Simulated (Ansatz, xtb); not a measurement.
**Two isomers of C4H3Br2N**

We compare X, `Brc1c[nH]cc1Br`, a singlet, with Y, `Brc1ccc(Br)[nH]1`, a singlet. Both are isolated molecules in the gas phase, relaxed with B3LYP/def2-SVP.

Q: Estimate which is lower in electronic energy at CCSD(T)/def2-SVP + ΔMP2/def2-TZVPP, and by roughly how much.

A: CCSD(T)/def2-SVP + ΔMP2/def2-TZVPP gives E(Y) − E(X) = +3.21 kJ/mol, slightly favouring structure X, which is too small a margin to settle the true order.

The same difference at several levels:

```tsv
level	geometry	E(Y) − E(X) (kJ/mol)	departure from the last row (kJ/mol)	job, with rough time for the two
GFN2-xTB	GFN2-xTB	−5.46	−8.68	optimisation, 0.35 s
HF/STO-3G	GFN2-xTB	−0.17	−3.39	single point, 2.5 s
r2SCAN-D4/def2-SVP	GFN2-xTB	+0.33	−2.88	single point, 13 s
B3LYP/def2-SVP	B3LYP/def2-SVP	−0.47	−3.69	optimisation, 2 min
HF/def2-SVP	B3LYP/def2-SVP	+3.19	−0.03	part of the CCSD(T) run
MP2/def2-SVP	B3LYP/def2-SVP	+3.17	−0.05	part of the CCSD(T) run
CCSD(T)/def2-SVP	B3LYP/def2-SVP	+3.83	+0.62	single point
CCSD(T)/def2-SVP + ΔMP2/def2-TZVPP	B3LYP/def2-SVP	+3.21		single point, 5.8 min
```

As drawn, both hold the same kinds of bond in the same numbers.

The largest departure from CCSD(T)/def2-SVP + ΔMP2/def2-TZVPP is that of GFN2-xTB, 8.68 kJ/mol. The last row adds to CCSD(T) the change of the MP2 difference between the two basis sets, here −0.62 kJ/mol.

With thermal terms from frequencies at re-optimised GFN2-xTB minima (ideal gas, soft modes damped towards free rotors, one conformer each, 298.15 K, 1 atm): on the last row, ΔE + ΔZPE = +2.89, ΔH = +2.98, ΔG = +2.81 kJ/mol.

The correlated steps freeze 23 core orbitals; the filled d shell of Br is correlated, in a basis made for valence electrons. Codes used: Ansatz 0.2.0, xtb 6.7.1; the last row on 2 threads of Intel(R) Xeon(R) Processor @ 2.50GHz (Skylake/Cascade Lake) on a shared host.
